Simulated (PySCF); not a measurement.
**A small calculation by hand: oscillator strength and radiative lifetime**

C₂H₆OSi, SMILES C=CO[SiH3].

Geometry optimised at B3LYP-D3(BJ)/def2-SVP. The geometry has at least one imaginary mode, so it is a saddle point at that level. The values are those of a single conformer.

TDA-PBE/def2-SVPD (PySCF) puts the first singlet state with f over 0.02 at 6.28 eV (vertical), with the transition dipole (0.223, -1.185, 0.000) in atomic units.

**Question.** Find the oscillator strength, the wavelength and the radiative lifetime that this transition would have in vacuum if emission retraced absorption.

**Answer.** 
|μ|² = 1.4540 au, so |μ| = 3.06 D. ΔE = 6.28/27.211 = 0.2308 hartree. f = (2/3) ΔE |μ|² = 0.224 (the program prints 0.224).
λ = 1239.84/6.28 = 197 nm; ν = 50652 cm⁻¹.
Einstein's coefficient A = 0.6670 ν² f s⁻¹ (ν in cm⁻¹) = 3.8e8 s⁻¹, so τ = 1/A = 2.6 ns. This state is S4; the lower singlets have f = 0.000, 0.012, 0.002. The figure is the radiative limit of this one transition; relaxation, internal conversion, crossing to triplets and a medium change what is measured.
